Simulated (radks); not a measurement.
The mean radii <r> (bohr) of the occupied orbitals of an atom or ion are listed with their occupations. All-electron calculation, Dirac Kohn-Sham, PBE, spin-unpolarised, spherical densities, finite nucleus; Fermi nuclear charge, rms radius of each element as measured or else 0.836 A^(1/3) + 0.57 fm. Program: a radial shooting solver on a logarithmic mesh with Libxc functionals.

orbital  occ.      <r>
1s1/2       2  0.04275
2s1/2       2   0.1892
2p1/2       2   0.1627
2p3/2       4   0.1666
3s1/2       2   0.5503
3p1/2       2   0.5554
3p3/2       4   0.5657
3d3/2       4   0.5805
3d5/2       6   0.5843
4s1/2       2    1.466

Name the element and its charge. Open shells, if any, fill j = l - 1/2 first.

Answer. Z = 35, bromine, charge +5: Br5+ in [Ar] 3d10 4s2. The 1s radius gives Z: for a bare nucleus <r> = (2 gamma + 1)/(2Z) with gamma = sqrt(1 - (Z/c)^2), 0.04191 bohr for Z = 35, and screening makes it slightly larger (0.04275 here). The occupations add up to 30, and the charge is Z minus that.
